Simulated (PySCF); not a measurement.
## Energy of Tc²⁺ (technetium, charge +2) between two integer charges

The 4d alpha orbital of [Kr] 4d5 is emptied in steps (occupation f), with all orbitals relaxed, ending at [Kr] 4d4. Calculation: PySCF 2.14, in def2-SVP with the def2 core potential (28 electrons) (5s3p2d1f, 31 functions); a scalar-relativistic core potential. The exact energy is a straight line in f; departures are measured from the line between the end points of the same method.

**Question.** Among PBE0, r2SCAN, LC-wPBE, which shows the largest delocalisation error (convex curve), and which is closest to linear?

**Answer.** Most convex: r2SCAN (-1.514 eV at f = 0.5); closest to linear: LC-wPBE (-0.426 eV).

| f | PBE0 (eV) | r2SCAN (eV) | LC-wPBE (eV) |
| --- | --- | --- | --- |
| 1 | 0.000 | 0.000 | 0.000 |
| 0.9 | -0.411 | -0.541 | -0.150 |
| 0.7 | -0.964 | -1.267 | -0.354 |
| 0.5 | -1.154 | -1.514 | -0.426 |
| 0.3 | -0.974 | -1.275 | -0.362 |
| 0.1 | -0.419 | -0.547 | -0.156 |
| 0 | 0.000 | 0.000 | 0.000 |

| method | E(f=0) − E(f=1) (eV) | −ε at f=1 (eV) | −ε at f=0.5 (eV) |
| --- | --- | --- | --- |
| PBE0 | 30.046 | 25.497 | 30.016 |
| r2SCAN | 30.091 | 24.091 | 30.069 |
| LC-wPBE | 29.926 | 28.273 | 29.902 |

Reference removal energy between the ground levels: 29.55 eV (semi-empirical (NIST evaluation); NIST Atomic Spectra Database, ionization energies). The calculation has no spin-orbit coupling. The determinant left behind need not be the lowest term of the ion.
